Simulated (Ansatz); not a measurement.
Calculated with Ansatz (gas phase, PBE0-D4/def2-TZVP geometries, no zero-point term in ΔE). CBS: MP2 limit from def2 TZ/QZ plus the TZ coupled-cluster correction, frozen cores. def2 core potentials past Kr. For I outer-core shells are correlated without core-valence functions, which leaves a few kJ/mol of doubt a bond. Each species was taken in one conformer, which may not be the lowest.

Reaction (ligand exchange at the Al–C bond): `[CH3][AlH][CH2]N[SiH3]` + HI → `[CH3][AlH][I]` + `CN[SiH3]`

| species | HF/def2-SVP energy (Eh) |
| --- | --- |
| `[CH3][AlH][CH2]N[SiH3]` | -666.58767 |
| HI | -297.23153 |
| `[CH3][AlH][I]` | -578.72761 |
| `CN[SiH3]` | -385.16999 |

(1) Work out ΔE.

Largest T1 diagnostic among the species: 0.011.

Results:

(1) ΔE = (-578.72761) + (-385.16999) − (-666.58767) − (-297.23153) = -0.07840 Eh = -205.8 kJ/mol. CCSD(T)/CBS gives -171.7 kJ/mol.

From r2SCAN to r2SCAN0 (25 % exact exchange), in def2-TZVPP and without D4, ΔE moves by −5.4 kJ/mol. The D4 term adds +9.5 kJ/mol with B3LYP and +5.5 kJ/mol with PBE0; it sums over pairs of atoms, weighted by their polarisabilities, and B3LYP, whose exchange is more repulsive, gets the larger term. In def2-TZVPP, CCSD(T) changes the Hartree–Fock value by +37.2 kJ/mol (the triples alone add +4.0 kJ/mol) and MP2 by +28.5 kJ/mol.

B3LYP here is the variant with VWN-RPA as its local correlation; programs differ in this.
